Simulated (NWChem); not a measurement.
System: CH$_{3}$ClOSi, singlet; SMILES Cl[Si]OC

```xyz
7

Si     1.1272     0.1203    -0.0003
Cl    -0.4877     1.5058     0.0000
O      0.3398    -1.3265     0.0002
C     -0.9917    -1.7768     0.0012
H     -1.7028    -0.9356    -0.0024
H     -1.1646    -2.4018    -0.8886
H     -1.1658    -2.3948     0.8957
```
Atoms are numbered in this order, from 1.

Results from NWChem. Low-valent species are run as closed-shell singlets; no triplet was tried in these runs. Coordinates come from a PBE0/def2-SVP optimisation. Level: B3LYP/def2-SVP with SMD (1 M gas to 1 M solution), gas-phase geometry. Reactions with the solvent are ignored.

```tsv
solvent	dielectric constant	solvation free energy (kcal/mol)	cavity-dispersion-structure term (kcal/mol)	dipole in solution (D)
water	78.4	-0.6	2.1	1.97
chloroform	4.71	-3.1	-1.3	1.92
tetrahydrofuran	7.43	-2.9	-1.0	1.97
ethylene glycol	40.2	-1.0	1.7	1.97
1,4-dioxane	2.21	-1.8	-0.7	1.82
acetonitrile	35.7	-2.9	-0.6	2.02
```
